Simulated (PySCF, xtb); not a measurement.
C2H7FSi2, SMILES F[SiH2]/C=C\[SiH3].

GFN2-xTB run with xtb 6.7.1 at its own geometry gives an orbital gap of 3.60 eV and a dipole moment of 1.77 D.

Geometry: B3LYP-D3(BJ)/def2-SVP. The structure was generated by enumeration; whether it is a known compound was not checked. One conformer was computed; it need not be the lowest.

**Question.** What does PBE/def2-TZVP in PySCF give? (Estimate from the structure and the level; the computed values follow.)

**Answer.** gap 4.75 eV (levels -6.99 and -2.24 eV), dipole 1.90 D.
